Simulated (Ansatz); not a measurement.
`C[Si](C)(C)[Se][Si](Cl)(Cl)Cl`. Charge 0, multiplicity 1. The structure was optimised at the PBE0-D4/def2-TZVP level. It is one conformer, not always the lowest.

```xyz
18

C     1.124   -1.509    0.744
Si    0.029   -0.005    0.652
C    -0.130    0.810    2.324
C    -1.643   -0.410   -0.063
Se    1.116    1.639   -0.591
Si    0.599    1.020   -2.667
Cl    1.822    2.037   -3.938
Cl    0.847   -0.981   -3.013
Cl   -1.326    1.458   -3.186
H     0.663   -2.267    1.386
H     1.281   -1.947   -0.243
H     2.100   -1.255    1.163
H    -0.578    0.110    3.036
H    -0.765    1.697    2.273
H     0.845    1.109    2.716
H    -2.161   -1.089    0.622
H    -2.254    0.486   -0.184
H    -1.567   -0.906   -1.032
```

What is the dipole moment at ωB97M-V/def2-TZVPP? (Estimate.)

The calculation gave: 3.16 D, with components (-0.88, -1.38, 2.71) D in this frame, pointing from negative to positive charge.

And with PBE, r2SCAN, B3LYP? (Best estimate.)

Computed: PBE 3.14 D, r2SCAN 3.24 D, B3LYP 3.17 D.

Give the Mulliken charges with ωB97M-V, r2SCAN, PBE in def2-TZVPP. (An estimate is asked.)

The calculation gave: 
```json
{"atom": "C1", "ωB97M-V": "-0.39", "r2SCAN": "-0.28", "PBE": "-0.33"}
{"atom": "Si2", "ωB97M-V": "0.37", "r2SCAN": "0.42", "PBE": "0.33"}
{"atom": "C3", "ωB97M-V": "-0.45", "r2SCAN": "-0.32", "PBE": "-0.38"}
{"atom": "C4", "ωB97M-V": "-0.43", "r2SCAN": "-0.30", "PBE": "-0.34"}
{"atom": "Se5", "ωB97M-V": "-0.18", "r2SCAN": "-0.23", "PBE": "-0.18"}
{"atom": "Si6", "ωB97M-V": "0.45", "r2SCAN": "0.60", "PBE": "0.47"}
{"atom": "Cl7", "ωB97M-V": "-0.15", "r2SCAN": "-0.19", "PBE": "-0.16"}
{"atom": "Cl8", "ωB97M-V": "-0.16", "r2SCAN": "-0.21", "PBE": "-0.17"}
{"atom": "Cl9", "ωB97M-V": "-0.16", "r2SCAN": "-0.21", "PBE": "-0.17"}
{"atom": "H10", "ωB97M-V": "0.12", "r2SCAN": "0.08", "PBE": "0.10"}
{"atom": "H11", "ωB97M-V": "0.12", "r2SCAN": "0.08", "PBE": "0.10"}
{"atom": "H12", "ωB97M-V": "0.12", "r2SCAN": "0.08", "PBE": "0.11"}
{"atom": "H13", "ωB97M-V": "0.11", "r2SCAN": "0.07", "PBE": "0.10"}
{"atom": "H14", "ωB97M-V": "0.13", "r2SCAN": "0.08", "PBE": "0.11"}
{"atom": "H15", "ωB97M-V": "0.13", "r2SCAN": "0.08", "PBE": "0.11"}
{"atom": "H16", "ωB97M-V": "0.13", "r2SCAN": "0.08", "PBE": "0.11"}
{"atom": "H17", "ωB97M-V": "0.14", "r2SCAN": "0.09", "PBE": "0.11"}
{"atom": "H18", "ωB97M-V": "0.12", "r2SCAN": "0.08", "PBE": "0.10"}
```

B3LYP here is the variant with VWN-RPA as its local correlation; programs differ in this.
